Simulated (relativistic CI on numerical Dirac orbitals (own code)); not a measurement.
Spin-allowed bands of a d3 ion in an octahedral site, by hand

Problem. Take Δ = 19700 cm⁻¹ and B = 670 cm⁻¹ for a d3 ion in an octahedral site. Calculate the three spin-allowed bands.

Working.
1. The terms of highest spin are 4F (energy 0) and 4P (15B = 10050 cm⁻¹). Here the F term splits into A2 at −1.2Δ = -23640, T2 at −0.2Δ = -3940 and T1 at +0.6Δ = 11820 cm⁻¹.
2. The two T1 states mix through the element 0.4Δ: H = [[11820, 7880], [7880, 10050]], with roots ½(H₁₁ + H₂₂) ∓ ½√[(H₂₂ − H₁₁)² + 4H₁₂²] = ½(21870) ∓ ½(15859) = 3005 and 18865 cm⁻¹.
3. The ground term is 4A2 at -23640 cm⁻¹.
4. Bands: 4T2 19700 cm⁻¹ (508 nm), 4T1(F) 26645 cm⁻¹ (375 nm), 4T1(P) 42505 cm⁻¹ (235 nm).

Check. Exact diagonalisation of the whole d3 shell with these parameters gives 4T2 19700, 4T1 26645, 4T1 42505 cm⁻¹. The match is exact, since without spin-orbit coupling no other term has this spin. The ratio of the second band to the first, 1.353, depends on Δ/B = 29.4 alone, which is how a Tanabe-Sugano diagram is read.
